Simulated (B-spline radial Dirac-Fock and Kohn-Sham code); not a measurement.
## Characteristic X-ray lines: Sr⁸⁺

System: Sr⁸⁺, 1s2 2s2 2p6 3s2 3p6 3d10 4s2.

These are calculated numbers from a radial atomic solver; the model is ΔSCF Dirac-Fock with Breit, self-energy and vacuum polarisation, finite nucleus, configuration average. A line energy is the difference of two single-hole energies; the list is a selection of electric-dipole transitions between resolved j subshells. The model has no electron correlation.

| line | energy (keV) | wavelength (Å) |
| --- | --- | --- |
| K-M3 | 15.842 | 0.78262 |
| K-M2 | 15.831 | 0.78315 |
| K-L3 | 14.167 | 0.87514 |
| K-L2 | 14.100 | 0.87932 |
| L2-N1 | 1.9985 | 6.2039 |
| L1-M3 | 1.9558 | 6.3394 |
| L1-M2 | 1.9450 | 6.3744 |
| L3-N1 | 1.9311 | 6.4203 |
| L2-M4 | 1.8790 | 6.5984 |
| L3-M5 | 1.8134 | 6.8370 |
| L3-M4 | 1.8117 | 6.8437 |
| L2-M1 | 1.6523 | 7.5038 |
| L3-M1 | 1.5849 | 7.8227 |
